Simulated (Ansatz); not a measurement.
**Reading a saddle point**

A first-order saddle point of CH7BSe, closed shell, PBE0-D4/def2-TZVP, with one imaginary mode of 818i cm⁻¹:

```
atom    x (Å)    y (Å)    z (Å)
  B1   0.5779   0.5745   0.0634
  C2  -0.9609   0.1615  -0.5920
  H3   0.4277   1.2121   1.0586
  H4   1.2886   0.9432  -0.8230
  H5   0.1178  -0.7082  -0.0583
 Se6   1.5958  -1.2782   0.6681
  H7  -0.9907  -0.4443  -1.5003
  H8  -1.7077  -0.1992   0.1169
  H9  -1.2271   1.1838  -0.8728
 H10   0.8786  -1.4454   1.9394
```

Program: Ansatz 0.2.0. Basis: def2-TZVPP and def2-QZVPP. Cores are frozen in the correlated methods. Filled d shells of the heavier atoms are correlated. The def2 sets are not built for correlating such inner shells, so the correlated values are less sure here. Extrapolation: Hartree–Fock as exp(−7.88 √X), correlation as X^−2.97.

Q: Which contacts change along the imaginary mode, and what lies on either side? (Judge from chemistry; the calculation decides.)

A: The calculation gives: The step is CH₅B ([BH2][CH3]) + H₂Se → BH₃Se ([BH2][SeH]) + CH₄, with the molecules in contact on both sides. Shortening one way: B1–Se6, C2–H5; lengthening the same way: B1–C2, H5–Se6.
```
  pair  one side (Å)  saddle (Å)  other side (Å)
B1–Se6          2.17        2.20            1.90
 C2–H5          3.22        1.48            1.09
 B1–C2          1.59        1.72            3.51
H5–Se6          1.47        1.74            3.72
```

Q: Which side is lower, and how far does the saddle lie above each? (To be estimated.)

A: By the calculation: The side with B1–Se6, C2–H5 short is lower by 66.2 kJ/mol; the saddle lies 154.2 kJ/mol above it and 88.0 kJ/mol above the other (CCSD(T) at an estimated basis limit (MP2 extrapolated from triple and quadruple zeta, plus CCSD(T) − MP2 in triple zeta); electronic energies).

T1 diagnostic: at most 0.012.

Labels in which every atom is bracketed show which atoms are joined, not bond orders.

For scale, one of the runs: CCSD(T)/def2-TZVPP, 208 basis functions (an equivalent command: `ansatz run in.yaml --threads 4`). Hardware: 4 CPU threads, shared host. Wall time 69 s; peak host memory 2.9 GiB.
